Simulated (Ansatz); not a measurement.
Relaxation of C₂H₂ClF₂NSi (9 atoms, charge 0, multiplicity 1), to a largest force component of 0.02 eV/Å in at most 50 steps.

Method: RKS PBE0/STO-3G in Ansatz 0.2.0.

```xyz
9
Properties=species:S:1:pos:R:3:forces:R:3
F 1.445 -1.508 0.166 0.39 -0.06 -0.36
C 0.052 -1.304 0.339 3.12 -0.88 0.51
F -0.257 -1.916 1.509 -0.99 -1.31 2.30
Si -0.281 0.478 0.441 -5.84 0.83 2.34
N -0.652 1.054 -1.374 -0.82 -0.99 0.45
C 0.331 1.540 -0.708 -1.02 -0.13 -1.17
Cl 1.515 2.603 -1.091 4.18 3.85 -1.25
H -0.428 -1.825 -0.460 -1.44 -0.84 -2.07
H -1.636 0.830 1.161 2.42 -0.47 -0.75
```

Task: Where does it end, and by what steps?

Result: The run converged. The force dipped under the threshold on the way, but the program's further checks kept it going. Limits of this set-up: minimal basis. After 25 steps the energy has fallen by 1.470 eV; F1 moved furthest, 0.98 Å.

```tsv
step	energy less start (eV)	largest force component (eV/Å)	accepted
0	0.0000	5.842	yes
1	-1.2024	1.625	yes
2	-1.2303	3.417	yes
3	-1.4326	0.249	yes
4	-1.4394	0.120	yes
5	-1.4413	0.035	yes
6	-1.4419	0.027	yes
7	-1.4431	0.054	yes
8	-1.4413	0.390	no
9	-1.4456	0.032	yes
10	-1.4483	0.200	yes
11	-1.4501	0.229	yes
12	-1.4529	0.242	yes
13	-1.4558	0.286	yes
14	-1.4587	0.266	yes
15	-1.4638	0.039	yes
16	-1.4642	0.058	yes
17	-1.4639	0.316	no
18	-1.4667	0.010	yes
19	-1.4676	0.189	yes
20	-1.4688	0.057	yes
21	-1.4695	0.032	yes
22	-1.4696	0.138	yes
23	-1.4703	0.037	yes
24	-1.4704	0.056	yes
25	-1.4705	0.009	yes
```

```xyz
9
Properties=species:S:1:pos:R:3
F 1.274 -1.664 1.117
C 0.121 -1.407 0.362
F -0.909 -2.218 0.855
Si -0.371 0.472 0.412
N -1.001 1.210 -1.192
C 0.212 1.578 -0.846
Cl 1.375 2.672 -1.647
H 0.323 -1.687 -0.713
H -0.935 0.996 1.636
```

Whether the end is a true minimum wasn't checked by a vibrational analysis.

The run took 70 s on 1 thread of Intel(R) Xeon(R) 6975P-C (Granite Rapids), on a shared host, peak memory 0.19 GiB.
